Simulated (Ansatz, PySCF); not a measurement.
Gas-phase reaction R1 → P1 + P2, each structure at its B3LYP-D3(BJ)/def2-TZVP stationary point, reached from a drawn start (curvature not checked).
P1: OSi (SMILES [O+]#[Si-]), charge 0, multiplicity 1.
R1: H2O2Si (SMILES O[Si]O), charge 0, multiplicity 1.
P2, H2O (SMILES O) (charge 0, multiplicity 1):
| atom | x (Å) | y (Å) | z (Å) |
|---|---|---|---|
| O | 0.0000 | 0.0000 | 0.3896 |
| H | 0.0000 | 0.7650 | -0.1949 |
| H | 0.0000 | -0.7650 | -0.1949 |

P less R. No zero-point or thermal terms.

Correlated levels freeze the cores.

Codes used: Ansatz (a first-principles code) with Gaussian orbitals; PySCF for the D3/D4 terms. No computed number here is a measurement.

Problem. Predict the reaction energy from BLYP-D4/def2-TZVPP.

Solution. 154 kJ/mol

Problem. What reaction energy does CCSD(T)/cc-pV(D+d)Z give?

Solution. 136 kJ/mol

Problem. Predict the reaction energy from B2PLYP/def2-TZVPP.

Solution. 159 kJ/mol
